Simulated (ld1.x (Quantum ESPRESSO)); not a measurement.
revPBE PAW dataset for Br (Z = 35), scalar-relativistic all-electron reference.

The input file (ld1.x (Quantum ESPRESSO) 7.5):

```
&input
   title='Br', zed=35., rel=1, dft='REVPBE', iswitch=3,
   config='[Ar] 3d10 4s1.75 4p5.25 4d-2',
   nld=3, rlderiv=1.65, eminld=-3.0, emaxld=5.0, deld=0.02
 /
 &inputp
   pseudotype=3, lpaw=.true., tm=.true., lloc=-1, rcloc=1.20,
   nlcc=.true., new_core_ps=.true.,
   which_augfun='PSQ', rmatch_augfun_nc=.true.,
   file_pseudopw='Br.UPF', file_wfcaegen='ae.wfc', file_wfcncgen='nc.wfc', file_beta='beta', file_chi='chi', file_wfcusgen='us.wfc'
 /
6
4S  1  0   1.75   0.00  1.10  1.30  0.0
4S  1  0   0.00   0.05  1.10  1.30  0.0
4P  2  1   5.25   0.00  1.25  1.45  0.0
4P  2  1   0.00   0.40  1.25  1.45  0.0
4D  3  2  -2.00   0.15  1.40  1.50  0.0
4D  3  2  -2.00   1.30  1.40  1.50  0.0
 &test
   configts(1)='4s1.75 4p5.25'
 /
```

Command:

```bash
ld1.x < Br.in > Br.out
```

Resulting log (shortened: banner, matrices, multipoles, cross overlaps and the repeated all-electron block are left out):

```
Program LD1 v.7.5
     --------------------------- All-electron run ----------------------------

     Br
     scalar relativistic calculation

     atomic number is 35.00
     dft =REVPBE   lsd =0 sic =0 latt =0  beta=0.20 tr2=1.0E-14
     Exchange-correlation= REVPBE
                           (   1   4   4   4   0   0   0)
     mesh =1213 r(mesh) =  98.95369 a.u. xmin = -7.00 dx = 0.01250
     1 Ry =  13.60569312 eV, c = 137.03599908

     n l     nl                  e(Ry)          e(Ha)          e(eV)
     1 0     1S 1( 2.00)      -978.9527      -489.4764    -13319.3300
     2 0     2S 1( 2.00)      -127.4176       -63.7088     -1733.6051
     2 1     2P 1( 6.00)      -112.3658       -56.1829     -1528.8142
     3 0     3S 1( 2.00)       -17.5323        -8.7661      -238.5385
     3 1     3P 1( 6.00)       -12.7800        -6.3900      -173.8802
     3 2     3D 1(10.00)        -4.9278        -2.4639       -67.0464
     4 0     4S 1( 1.75)        -1.4904        -0.7452       -20.2779
     4 1     4P 1( 5.25)        -0.5860        -0.2930        -7.9734

     final scf error:  9.0E-15 reached in  40 iterations

     Etot =   -5212.950927 Ry,   -2606.475464 Ha,  -70925.810580 eV

     Ekin =    5325.749699 Ry,    2662.874849 Ha,   72460.516054 eV
     Encl =  -12568.738648 Ry,   -6284.369324 Ha, -171006.400986 eV
     Eh   =    2214.548571 Ry,    1107.274286 Ha,   30130.468265 eV
     Exc  =    -184.510549 Ry,     -92.255275 Ha,   -2510.393913 eV

     normalization and overlap integrals

     s(1S/1S) =  1.000000  <r> =   0.0427  <r2> =    0.0025  r(max) =   0.0279
     s(2S/2S) =  1.000000  <r> =   0.1895  <r2> =    0.0424  r(max) =   0.1584
     s(2P/2P) =  1.000000  <r> =   0.1654  <r2> =    0.0335  r(max) =   0.1280
     s(3S/3S) =  1.000000  <r> =   0.5513  <r2> =    0.3496  r(max) =   0.4817
     s(3P/3P) =  1.000000  <r> =   0.5640  <r2> =    0.3726  r(max) =   0.4817
     s(3D/3D) =  1.000000  <r> =   0.5900  <r2> =    0.4320  r(max) =   0.4305
     s(4S/4S) =  1.000000  <r> =   1.6734  <r2> =    3.2131  r(max) =   1.4293
     s(4P/4P) =  1.000000  <r> =   2.0951  <r2> =    5.1785  r(max) =   1.6606

     ------------------------ End of All-electron run ------------------------

     --------------------- Generating PAW atomic setup --------------------

      Generating local potential from pseudized AE potential:
      Matching radius rcloc =   1.2000

      Local pseudo, rcloc= 1.215 Estimated cut-off energy=    16.54 Ry

      Computing core charge for nlcc:

       r > 1.07 : true rho core
      Core charge pseudized with two Bessel functions
      Integrated core pseudo-charge :  11.66
      Wfc-us  4S rcutus= 1.310  Estimated cut-off energy=    25.02 Ry
      Wfc-us  4S rcutus= 1.310  Estimated cut-off energy=    27.03 Ry
      Wfc-us  4P rcutus= 1.447  Estimated cut-off energy=    34.67 Ry
      Wfc-us  4P rcutus= 1.447  Estimated cut-off energy=    35.99 Ry
      Wfc-us  4D rcutus= 1.484  Estimated cut-off energy=    46.59 Ry
      Wfc-us  4D rcutus= 1.484  Estimated cut-off energy=    47.86 Ry

     Required augmentation: PSQ   radius:    1.500000

     Q pseudized with Bessel functions
     Expected ecutrho=     219.5833 due to l1=  2   l2=  2

     Estimated PAW energy = -204.397153 Ryd

     ------------------- End of pseudopotential generation -------------------

     Computing logarithmic derivative in   1.65024
     Computing logarithmic derivative in   1.65024
     Computing the partial wave expansion
     R is outside the sphere for l=    0 j= 0.00
     R is outside the sphere for l=    0 j= 0.00
     R is outside the sphere for l=    1 j= 0.00
     R is outside the sphere for l=    1 j= 0.00
     R is outside the sphere for l=    2 j= 0.00
     R is outside the sphere for l=    2 j= 0.00

     ---------------------- Testing the pseudopotential ----------------------

     Br
     scalar relativistic calculation

     atomic number is 35.00   valence charge is  7.00
     dft = SLA  PW   REVX PBC   lsd =0 sic =0 latt =0  beta=0.20 tr2=1.0E-14
     mesh =1213 r(mesh) =  98.95369 xmin = -7.00 dx = 0.01250

     n l     nl             e AE (Ry)        e PS (Ry)    De AE-PS (Ry)
     1 0     4S   1( 1.75)       -1.49040       -1.49041        0.00002
     2 1     4P   1( 5.25)       -0.58604       -0.58604        0.00000

     eps = 1.1E-17  iter =  4

     Etot =   -5212.950927 Ry,   -2606.475464 Ha,  -70925.810580 eV
     Etotps =  -204.397192 Ry,    -102.198596 Ha,   -2780.965466 eV

     Ekin =      43.933267 Ry,      21.966633 Ha,     597.742546 eV
     Encl =     -86.185840 Ry,     -43.092920 Ha,   -1172.618096 eV
     Ehrt =      22.365925 Ry,      11.182963 Ha,     304.303918 eV
     Ecxc =    -184.510544 Ry,     -92.255272 Ha,   -2510.393835 eV
     (Ecc =     -27.942535 Ry,     -13.971267 Ha,    -380.177555 eV)

     ---------------------- End of pseudopotential test ----------------------
```

Note: ghost states, extra bound levels that the all-electron valence spectrum of the same l lacks: d at -50.9 eV, s at -37.6 eV. A true bound ghost makes a file unfit for plane-wave use.

Generation and configuration tests took about 2 s on one core of a shared server CPU.

Transferability test of the new file with ld1.x, input:

```
&input
   title='Br', zed=35., rel=1, dft='REVPBE', iswitch=2,
   config='[Ar] 3d10 4s1.75 4p5.25 4d-2'
 /
 &test
   file_pseudo='Br.UPF', nconf=8,
   configts(1)='4s1.75 4p5.25',
   configts(2)='4s2 4p5',
   configts(3)='4s2 4p4',
   configts(4)='4s2 4p3',
   configts(5)='4s2 4p5.3',
   configts(6)='4s1 4p6',
   configts(7)='4s2 4p4.5',
   configts(8)='4s1 4p5'
 /
```

```bash
ld1.x < Br.test.in > Br.test.out
```

Pseudopotential blocks of its output, shortened (energy terms left out):

```
     ---------------------- Testing the pseudopotential ----------------------

     n l     nl             e AE (Ry)        e PS (Ry)    De AE-PS (Ry)
     1 0     4S   1( 1.75)       -1.49040       -1.49041        0.00002
     2 1     4P   1( 5.25)       -0.58604       -0.58604        0.00000

     eps = 1.1E-17  iter =  4

     Etot =   -5212.950927 Ry,   -2606.475464 Ha,  -70925.810580 eV
     Etotps =  -204.397192 Ry,    -102.198596 Ha,   -2780.965466 eV

     ---------------------- End of pseudopotential test ----------------------

          ---------------------- Testing the pseudopotential ----------------------

     n l     nl             e AE (Ry)        e PS (Ry)    De AE-PS (Ry)
     1 0     4S   1( 2.00)       -1.47559       -1.47539       -0.00020
     2 1     4P   1( 5.00)       -0.57474       -0.57469       -0.00005

     eps = 7.9E-15  iter =  7

     Etot =   -5213.176564 Ry,   -2606.588282 Ha,  -70928.880530 eV
     Etotps =  -204.622827 Ry,    -102.311413 Ha,   -2784.035389 eV
     dEtot_ae =      -0.225637 Ry
     dEtot_ps =      -0.225635 Ry,   Delta E=      -0.000002 Ry

     ---------------------- End of pseudopotential test ----------------------

          ---------------------- Testing the pseudopotential ----------------------

     n l     nl             e AE (Ry)        e PS (Ry)    De AE-PS (Ry)
     1 0     4S   1( 2.00)       -2.23014       -2.23068        0.00053
     2 1     4P   1( 4.00)       -1.28133       -1.28161        0.00028

     eps = 9.5E-15  iter =  7

     Etot =   -5212.256641 Ry,   -2606.128321 Ha,  -70916.364338 eV
     Etotps =  -203.702689 Ry,    -101.851345 Ha,   -2771.516276 eV
     dEtot_ae =       0.694286 Ry
     dEtot_ps =       0.694503 Ry,   Delta E=      -0.000217 Ry

     ---------------------- End of pseudopotential test ----------------------

          ---------------------- Testing the pseudopotential ----------------------

     n l     nl             e AE (Ry)        e PS (Ry)    De AE-PS (Ry)
     1 0     4S   1( 2.00)       -3.07097       -3.07378        0.00281
     2 1     4P   1( 3.00)       -2.07140       -2.07317        0.00177

     eps = 1.1E-15  iter =  9

     Etot =   -5210.586638 Ry,   -2605.293319 Ha,  -70893.642782 eV
     Etotps =  -202.031512 Ry,    -101.015756 Ha,   -2748.778755 eV
     dEtot_ae =       2.364290 Ry
     dEtot_ps =       2.365680 Ry,   Delta E=      -0.001390 Ry

     ---------------------- End of pseudopotential test ----------------------

          ---------------------- Testing the pseudopotential ----------------------

     n l     nl             e AE (Ry)        e PS (Ry)    De AE-PS (Ry)
     1 0     4S   1( 2.00)       -1.27085       -1.27060       -0.00025
     2 1     4P   1( 5.30)       -0.38332       -0.38327       -0.00005

     eps = 6.9E-15  iter =  9

     Etot =   -5213.319977 Ry,   -2606.659988 Ha,  -70930.831759 eV
     Etotps =  -204.766249 Ry,    -102.383125 Ha,   -2785.986749 eV
     dEtot_ae =      -0.369050 Ry
     dEtot_ps =      -0.369057 Ry,   Delta E=       0.000008 Ry

     ---------------------- End of pseudopotential test ----------------------

          ---------------------- Testing the pseudopotential ----------------------

     n l     nl             e AE (Ry)        e PS (Ry)    De AE-PS (Ry)
     1 0     4S   1( 1.00)       -1.53348       -1.53414        0.00066
     2 1     4P   1( 6.00)       -0.61896       -0.61915        0.00019

     eps = 8.1E-16  iter =  8

     Etot =   -5212.268862 Ry,   -2606.134431 Ha,  -70916.530609 eV
     Etotps =  -203.714891 Ry,    -101.857445 Ha,   -2771.682291 eV
     dEtot_ae =       0.682065 Ry
     dEtot_ps =       0.682301 Ry,   Delta E=      -0.000235 Ry

     ---------------------- End of pseudopotential test ----------------------

          ---------------------- Testing the pseudopotential ----------------------

     n l     nl             e AE (Ry)        e PS (Ry)    De AE-PS (Ry)
     1 0     4S   1( 2.00)       -1.84041       -1.84044        0.00003
     2 1     4P   1( 4.50)       -0.91610       -0.91612        0.00002

     eps = 6.2E-16  iter =  6

     Etot =   -5212.804992 Ry,   -2606.402496 Ha,  -70923.825025 eV
     Etotps =  -204.251203 Ry,    -102.125602 Ha,   -2778.979190 eV
     dEtot_ae =       0.145936 Ry
     dEtot_ps =       0.145989 Ry,   Delta E=      -0.000053 Ry

     ---------------------- End of pseudopotential test ----------------------

          ---------------------- Testing the pseudopotential ----------------------

     n l     nl             e AE (Ry)        e PS (Ry)    De AE-PS (Ry)
     1 0     4S   1( 1.00)       -2.28992       -2.29169        0.00178
     2 1     4P   1( 5.00)       -1.32990       -1.33077        0.00087

     eps = 3.5E-15  iter =  7

     Etot =   -5211.302233 Ry,   -2605.651117 Ha,  -70903.378960 eV
     Etotps =  -202.747638 Ry,    -101.373819 Ha,   -2758.522147 eV
     dEtot_ae =       1.648694 Ry
     dEtot_ps =       1.649554 Ry,   Delta E=      -0.000860 Ry

     ---------------------- End of pseudopotential test ----------------------
```
